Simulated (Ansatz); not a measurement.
`F[SiH2]OP` and `F[SiH2]O[SiH2]Cl` differ in one atom or group.

Ansatz, PBE0-D4/def2-TZVP geometries, multiplicity 1. Each molecule was computed in one conformer, which needn't be the lowest.

| property | `F[SiH2]OP` |
| --- | --- |
| HOMO energy (PBE0/def2-TZVPP) / eV | -7.47 |
| HOMO–LUMO gap (ωB97M-V/def2-TZVPP) / eV | 11.10 |
| ideal-gas entropy at 298 K and 1 bar (rigid rotor, harmonic PBE0-D4/def2-TZVP) / J/(mol·K) | 334 |
| size of the dipole moment (B3LYP/def2-TZVPP) / D | 1.25 |
| HOMO energy (B3LYP/def2-TZVPP) / eV | -7.28 |
| HOMO–LUMO gap (PBE/def2-TZVPP) / eV | 4.76 |

Problem. Give the same properties after the change, and the shifts. (Estimate.)

Solution. The calculation gave: 
```
                                                                                  property  `F[SiH2]O[SiH2]Cl`  shift
                                                        HOMO energy (PBE0/def2-TZVPP) / eV               -9.04  -1.57
                                                   HOMO–LUMO gap (ωB97M-V/def2-TZVPP) / eV               13.18   2.08
ideal-gas entropy at 298 K and 1 bar (rigid rotor, harmonic PBE0-D4/def2-TZVP) / J/(mol·K)                 378     44
                                          size of the dipole moment (B3LYP/def2-TZVPP) / D                1.36   0.11
                                                       HOMO energy (B3LYP/def2-TZVPP) / eV               -8.80  -1.52
                                                       HOMO–LUMO gap (PBE/def2-TZVPP) / eV                6.93   2.17
```

With PBE0 the HOMO falls by 1.57 eV and the LUMO rises by 0.68 eV, so the gap widens by about 2.25 eV. PBE moves the HOMO by -1.41 eV and ωB97M-V by -1.57 eV. The zero-point energy changes by 4.7 kJ/mol with +3 modes. Dipoles are sizes alone; their direction can turn. Modes under 60 cm⁻¹, often nearly free rotors, make the harmonic entropy too high.

B3LYP here is the variant with VWN-RPA as its local correlation; programs differ in this.
